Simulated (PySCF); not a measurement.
# Finite-field polarisability of Te (tellurium, neutral)

[Kr] 4d10 5s2 5p4, high-spin 3P determinant. Calculation: PySCF 2.14, in def2-TZVPPD with the def2 core potential (28 electrons); scalar relativity through the core potential. Frozen: 4s2 4p6 4d10. Energy changes in a uniform field (μhartree):

```json
{"axis": "x", "F (au)": "0.0024", "HF": "-102.547", "MP2": "-102.583", "CCSD": "-102.149", "CCSD(T)": "-102.325"}
{"axis": "x", "F (au)": "0.0048", "HF": "-410.326", "MP2": "-410.490", "CCSD": "-408.758", "CCSD(T)": "-409.462"}
{"axis": "y", "F (au)": "0.0022", "HF": "-103.979", "MP2": "-104.737", "CCSD": "-104.038", "CCSD(T)": "-104.547"}
{"axis": "y", "F (au)": "0.0044", "HF": "-416.216", "MP2": "-419.280", "CCSD": "-416.488", "CCSD(T)": "-418.535"}
```

By symmetry the remaining axis equals x.

Question: Derive α along x at CCSD(T) from the two fields.

Answer: With ΔE = −αF²/2 − γF⁴/24, α = −(16 ΔE(F) − ΔE(2F))/(6F²) = 35.52 bohr³.

Question: And the mean polarisability at each level?

Answer: The components xx, yy, zz at CCSD(T) are 35.52, 43.19, 35.52, the third axis being equal by symmetry to one of the two computed. Means: HF 38.05, MP2 38.17, CCSD 37.97, CCSD(T) 38.08 bohr³. Reference: 38 ± 4 bohr³ (recommended; Schwerdtfeger and Nagle, table of static dipole polarizabilities (2023 update)).
